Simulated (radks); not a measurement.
The germanium ion Ge+ inside a hard spherical wall (all orbitals vanish at R), configuration held at [Ar] 3d10 4s2 4p1 and not refilled when levels cross. Method: scalar-relativistic Kohn-Sham, LDA (Slater exchange, VWN5 correlation), spin-polarised, spherical densities, point nucleus; open shells are filled with parallel spins first; computed with a radial shooting solver on a logarithmic mesh with Libxc functionals. Eigenvalues in eV for spin up, with the zero of energy where the potential of the charges vanishes at infinity; a dash marks a level that is unbound or too diffuse for the functional's potential to be trusted. A positive occupied level is held by the wall or, in an anion where self-interaction has pushed it up, behind a barrier. The pressure on the wall is -dE/dV.

R (bohr)	E (hartree)	kinetic (hartree)	e(3p)	e(3d)	e(4s)	e(4p)	e(5s, empty)	e(4d, empty)	pressure (GPa)
free	-2095.63961	2132.806	-124.46	-38.637	-20.491	-11.820	-4.602	-3.154	0
15	-2095.63961	2132.806	-124.46	-38.637	-20.491	-11.820	-4.599	-3.149	< 0.0001
12	-2095.63961	2132.806	-124.46	-38.636	-20.491	-11.820	-4.568	-3.115	< 0.0001
10	-2095.63960	2132.806	-124.46	-38.635	-20.490	-11.819	-4.429	-3.010	0.000381
8	-2095.63935	2132.809	-124.44	-38.617	-20.476	-11.801	-3.770	-2.617	0.0153
6	-2095.63330	2132.859	-124.19	-38.366	-20.291	-11.523	-0.528	-0.999	0.649
3.5	-2095.28960	2134.512	-119.56	-33.869	-15.418	-4.433	33.544	13.856	112
2	-2089.73426	2153.667	-94.882	-8.773	36.140	56.953	226.65	93.179	7810
1.5	-2074.85013	2200.471	-56.829	33.210	148.12	175.79	528.80	214.79	61200
